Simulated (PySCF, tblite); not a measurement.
Isomers of C5H8FO2 (doublet state), one GFN2-xTB conformer each. Single-point energies are computed at B3LYP/pcH-1 (PySCF, gas phase, no added dispersion term), electronic only. GFN2-xTB treats the open shell by occupation alone, and not every SCF solution was tested for stability.

Task: Rank them by B3LYP/pcH-1 energy, lowest first (kcal/mol).
A. `[CH3:1][CH2:2][O:3][C:4]1[O:5][CH2:6][C@H:7]1[F:8]` (doublet state) with C1–C2–O3–C4 -69°, C2–O3–C4–O5 -34°
B. `[CH3:1][CH2:2][O:3][C@@H:4]1[O:5][CH:6][C@H:7]1[F:8]` (doublet state) with C1–C2–O3–C4 73°, C2–O3–C4–O5 -82°
C. `[CH3:1][CH2:2][O:3][C@H:4]1[O:5][CH2:6][C:7]1[F:8]` (doublet state) with C1–C2–O3–C4 179°, C2–O3–C4–O5 72°

Result: A (0.0), B (0.6), C (6.7).

Neighbours under 5.0 kcal/mol apart (CCO[C]1OC[C@H]1F and CCO[C@@H]1O[CH][C@H]1F) can change places with a better method, another conformer or zero-point energy. GFN2-xTB itself gives, in the same order: 0.0, 4.7, 10.9. Both levels put the same isomer lowest; measured from each level's own lowest isomer, the values differ by up to 4.2 kcal/mol (CCO[C@H]1OC[C]1F: 10.9 against 6.7).

Task: What happens when harmonic zero-point energies from GFN2-xTB frequencies are added?

Result: 
```
                SMILES  ZPE (kcal/mol)  electronic (kcal/mol)  with ZPE (kcal/mol)
      CCO[C]1OC[C@H]1F            77.7                    0.0                  0.0
CCO[C@@H]1O[CH][C@H]1F            77.1                    0.6                  0.0
      CCO[C@H]1OC[C]1F            77.0                    6.7                  6.0
```

The zero-point energies span 0.7 kcal/mol. CCO[C@@H]1O[CH][C@H]1F becomes the lowest.

Task: As an exercise, what shares would exp(−E/RT) give at 500 K from these electronic energies alone (no entropy, no degeneracies)?

Result: RT = 0.994 kcal/mol: CCO[C]1OC[C@H]1F 65.7 %, CCO[C@@H]1O[CH][C@H]1F 34.2 %, CCO[C@H]1OC[C]1F 0.1 %.
